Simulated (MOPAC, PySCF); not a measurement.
C$_{2}$H$_{3}$NSi, SMILES `C#C[Si]N` (lower singlet), neutral singlet in the gas phase. This singlet lies 1.94 eV below the relaxed triplet at the level B3LYP/cc-pVTZ // PBE0-D3(BJ)/def2-TZVP (Ansatz).

Cartesian coordinates (Å):
```xyz
7

C      2.1271     0.0807     0.1151
C      0.9947    -0.2362    -0.1754
Si    -0.6167    -0.9066    -0.8123
N     -1.6399     0.0330     0.1763
H      3.1197     0.3675     0.3792
H     -2.6426    -0.0505     0.1208
H     -1.3423     0.7122     0.8599
```
Charge 0, spin multiplicity 1.

All levels are single points at this geometry (PBE0-D3(BJ)/def2-TZVP); Pople sets use spherical d functions. Orbital energies aren't observables, and empty levels follow the basis.

```tsv
level	HOMO (eV)	LUMO (eV)	gap (eV)	dipole (D)	vertical IE, Delta-SCF (eV)
PBE0-D3(BJ)/def2-TZVP in PySCF	-6.65	-1.76	4.89	1.98	–
B3LYP/3-21G in PySCF	-6.11	-1.54	4.57	2.57	–
B3LYP/LANL2DZ in PySCF	-6.32	-1.89	4.43	2.09	–
BP86/6-31G* in PySCF	-5.44	-2.37	3.07	2.41	–
M06-2X/6-31G* in PySCF	-7.48	-0.65	6.83	2.10	–
PBE/6-31G* in PySCF	-5.33	-2.28	3.05	2.42	8.47
SVWN5/6-31G* in PySCF	-5.39	-2.43	2.96	2.48	8.62
HF/3-21G in PySCF	-8.89	1.78	10.67	2.10	–
HF/6-31G* in PySCF	-8.93	1.70	10.63	2.04	7.85
HF/STO-3G in PySCF	-6.53	6.41	12.94	1.31	–
AM1 in MOPAC	-7.55	-0.18	7.37	2.22	–
PM3 in MOPAC	-8.18	-1.15	7.03	3.22	–
PM7 in MOPAC	-9.46	-0.40	9.06	2.69	–
```
